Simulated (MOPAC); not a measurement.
Input for MOPAC: PM3 on C2H5FO (a complex).

```
PM3 1SCF PRECISE CHARGE=0 THREADS=1
C2H5FO

C      0.16294404 1    -0.26083663 1    -0.45663354 1
F      0.45127305 1     1.04163771 1    -0.03604718 1
H      1.00099381 1    -0.62231485 1    -1.05313360 1
H      0.02099562 1    -0.88177696 1     0.42650337 1
H     -0.74462811 1    -0.23349629 1    -1.06025804 1
C      0.28655773 1     0.39247349 1     3.17832215 1
O      0.03379114 1    -0.75418403 1     2.92003180 1
H      0.35901802 1     0.74636071 1     4.22501922 1
H      0.45754187 1     1.14271923 1     2.38728970 1
```

Program output:

```
*******************************************************************************
 **                                                                           **
 **                              MOPAC v23.2.5                                **
 **                                                                           **
 *******************************************************************************
 ** MOPAC's Digital Object Identifier: https://doi.org/10.5281/zenodo.6511958 **
 **                                                                           **
 ** Please cite the open-source release paper for use of this MOPAC version:  **
 ** J. E. Moussa and J. J. P. Stewart (2026)                                  **
 ** MOPAC: An open-source semiempirical molecular orbital program             **
 ** J. Open Source Softw., 11(119), 8025, https://doi.org/10.21105/joss.08025 **
 *******************************************************************************

                              PM3 CALCULATION RESULTS

 *******************************************************************************
 *  PM3        - The PM3 Hamiltonian to be used
 *
 *
 *
 *                 CHARGE ON SYSTEM = 0
 *
 *
 *
 *  PRECISE    - TIGHTER CRITERIA TO BE USED
 *  1SCF       - DO 1 SCF AND THEN STOP
 *  THREADS=1  - MULTI-THREADING NOT USED
 *  T=         - A TIME OF 172800.0 SECONDS REQUESTED
 *  DUMP=N     - RESTART FILE WRITTEN EVERY 7200.0 SECONDS REQUESTED
 *******************************************************************************
PM3 1SCF PRECISE CHARGE=0 THREADS=1
 C2H5FO

   ATOM   CHEMICAL          X               Y               Z
  NUMBER   SYMBOL      (ANGSTROMS)     (ANGSTROMS)     (ANGSTROMS)

     1       C          0.16294404  *  -0.26083663  *  -0.45663354  *
     2       F          0.45127305  *   1.04163771  *  -0.03604718  *
     3       H          1.00099381  *  -0.62231485  *  -1.05313360  *
     4       H          0.02099562  *  -0.88177696  *   0.42650337  *
     5       H         -0.74462811  *  -0.23349629  *  -1.06025804  *
     6       C          0.28655773  *   0.39247349  *   3.17832215  *
     7       O          0.03379114  *  -0.75418403  *   2.92003180  *
     8       H          0.35901802  *   0.74636071  *   4.22501922  *
     9       H          0.45754187  *   1.14271923  *   2.38728970  *



          CARTESIAN COORDINATES

    NO.       ATOM           X           Y           Z

     1         C          0.1629     -0.2608     -0.4566
     2         F          0.4513      1.0416     -0.0360
     3         H          1.0010     -0.6223     -1.0531
     4         H          0.0210     -0.8818      0.4265
     5         H         -0.7446     -0.2335     -1.0603
     6         C          0.2866      0.3925      3.1783
     7         O          0.0338     -0.7542      2.9200
     8         H          0.3590      0.7464      4.2250
     9         H          0.4575      1.1427      2.3873

  H: (PM3): J. J. P. STEWART, J. COMP. CHEM. 10, 209 (1989).
  C: (PM3): J. J. P. STEWART, J. COMP. CHEM. 10, 209 (1989).
  O: (PM3): J. J. P. STEWART, J. COMP. CHEM. 10, 209 (1989).
  F: (PM3): J. J. P. STEWART, J. COMP. CHEM. 10, 209 (1989).

           Empirical Formula: C2 H5 O F  =     9 atoms



      MOLECULAR POINT GROUP   :   Cs


      RHF CALCULATION, NO. OF DOUBLY OCCUPIED LEVELS = 13


 -------------------------------------------------------------------------------
 PM3 1SCF PRECISE CHARGE=0 THREADS=1
 C2H5FO



     1SCF WAS SPECIFIED, SO BFGS WAS NOT USED
     SCF FIELD WAS ACHIEVED


                              PM3 CALCULATION
                                                       MOPAC v23.2.5 Linux




          FINAL HEAT OF FORMATION =        -86.83188 KCAL/MOL =    -363.30460 KJ/MOL


          COSMO AREA              =        109.78 SQUARE ANGSTROMS
          COSMO VOLUME            =         89.71 CUBIC ANGSTROMS

          IONIZATION POTENTIAL    =         10.547179 EV
          HOMO LUMO ENERGIES (EV) =        -10.547  0.848
          NO. OF FILLED LEVELS    =         13
          MOLECULAR WEIGHT        =         64.0593         POINT GROUP:  Cs

          MOLECULAR DIMENSIONS (Angstroms)

            Atom       Atom       Distance
            H     8    H     3     5.49038
            O     7    F     2     2.48388
            H     5    H     3     1.74079


          SCF CALCULATIONS        =          1





   ATOM   CHEMICAL          X               Y               Z
  NUMBER   SYMBOL      (ANGSTROMS)     (ANGSTROMS)     (ANGSTROMS)

     1       C          0.16294404  *  -0.26083663  *  -0.45663354  *
     2       F          0.45127305  *   1.04163771  *  -0.03604718  *
     3       H          1.00099381  *  -0.62231485  *  -1.05313360  *
     4       H          0.02099562  *  -0.88177696  *   0.42650337  *
     5       H         -0.74462811  *  -0.23349629  *  -1.06025804  *
     6       C          0.28655773  *   0.39247349  *   3.17832215  *
     7       O          0.03379114  *  -0.75418403  *   2.92003180  *
     8       H          0.35901802  *   0.74636071  *   4.22501922  *
     9       H          0.45754187  *   1.14271923  *   2.38728970  *

                             CARTESIAN COORDINATES

   1    C        0.162944040    -0.260836630    -0.456633540
   2    F        0.451273050     1.041637710    -0.036047180
   3    H        1.000993810    -0.622314850    -1.053133600
   4    H        0.020995620    -0.881776960     0.426503370
   5    H       -0.744628110    -0.233496290    -1.060258040
   6    C        0.286557730     0.392473490     3.178322150
   7    O        0.033791140    -0.754184030     2.920031800
   8    H        0.359018020     0.746360710     4.225019220
   9    H        0.457541870     1.142719230     2.387289700


           Empirical Formula: C2 H5 O F  =     9 atoms



      MOLECULAR POINT GROUP   :   Cs


                  EIGENVALUES
 -38.12327 -31.14983 -24.08219 -19.98417 -17.80899 -17.48988 -17.11664 -16.72966
 -16.27336 -14.32584 -13.01023 -12.98489 -10.54718   0.84797   2.69795   2.86216
   3.90480   3.93916   4.03036   4.23998   6.69157


              NET ATOMIC CHARGES AND DIPOLE CONTRIBUTIONS

  ATOM NO.   TYPE          CHARGE      No. of ELECS.   s-Pop       p-Pop
    1          C           0.040956        3.9590     1.13264     2.82641
    2          F          -0.174079        7.1741     1.80476     5.36932
    3          H           0.036555        0.9634     0.96344
    4          H           0.059729        0.9403     0.94027
    5          H           0.036543        0.9635     0.96346
    6          C           0.289155        3.7108     1.18972     2.52112
    7          O          -0.322090        6.3221     1.85721     4.46488
    8          H           0.007337        0.9927     0.99266
    9          H           0.025894        0.9741     0.97411
 DIPOLE           X         Y         Z       TOTAL
 POINT-CHG.     0.121     0.555     0.034     0.569
 HYBRID         0.015     0.070    -0.022     0.075
 SUM            0.136     0.625     0.012     0.640


          ATOMIC ORBITAL ELECTRON POPULATIONS

     Atom    s        px        py        pz
    1  C   1.13264   0.99326   0.83621   0.99693
    2  F   1.80476   1.96520   1.46932   1.93479
    3  H   0.96344
    4  H   0.94027
    5  H   0.96346
    6  C   1.18972   0.70968   0.88165   0.92979
    7  O   1.85721   1.29865   1.27931   1.88692
    8  H   0.99266
    9  H   0.97411

 **********************
 *                    *
 * JOB ENDED NORMALLY *
 *                    *
 **********************




 == MOPAC DONE ==
```

The run finished.

Cost: around 0.03 core-seconds (rough).
